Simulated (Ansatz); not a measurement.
`C[O][Cd][NH2]` + `C#[C][Zr]([OH])([OH])[F]` → `C#[C][Zr]([OH])([F])[O]C` + `[NH2][Cd][OH]`  (substitution at a C–O bond)

Computed with Ansatz on PBE0-D4/def2-TZVP structures; ΔE is electronic, products minus reactants. CCSD(T)/CBS adds triple-zeta CCSD(T) − MP2 to the extrapolated MP2 energy (def2 sets, frozen cores). Functionals use def2-TZVPP. B3LYP here is the variant with VWN-RPA as its local correlation; programs differ in this. def2 core potentials past Kr. For Cd, Zr outer-core shells are correlated without core-valence functions, which leaves a few kJ/mol of doubt a bond. Each species was taken in one conformer, which may not be the lowest.

```csv
level,ΔE (kJ/mol),difference from CCSD(T)/CBS
BLYP-D4,-21.7,1.5
ωB97M-V,-18.9,4.3
BLYP,-22.2,1.0
B3LYP,-21.4,1.8
r2SCAN0,-19.3,3.9
HF/def2-SVP,-11.1,12.1
HF/def2-TZVPP,-17.1,6.1
CCSD(T)/def2-TZVPP,-22.4,0.8
HF/CBS(def2),-18.3,4.9
CCSD/CBS(def2),-22.2,1.0
CCSD(T)/CBS,-23.2,0
```

Largest T1 diagnostic among the species: 0.017.

Leaving LDA and LC-ωPBE aside and taking each functional with its dispersion term where it has one, the values, not all of them listed here, spread over 3.7 kJ/mol, from B2PLYP to ωB97M-V. In def2-TZVPP, CCSD(T) changes the Hartree–Fock value by −5.4 kJ/mol (the triples alone add −1.0 kJ/mol) and MP2 by −7.8 kJ/mol. At CCSD(T), def2-SVP lies +7.3 kJ/mol from the extrapolated value and def2-TZVPP +0.8 kJ/mol.
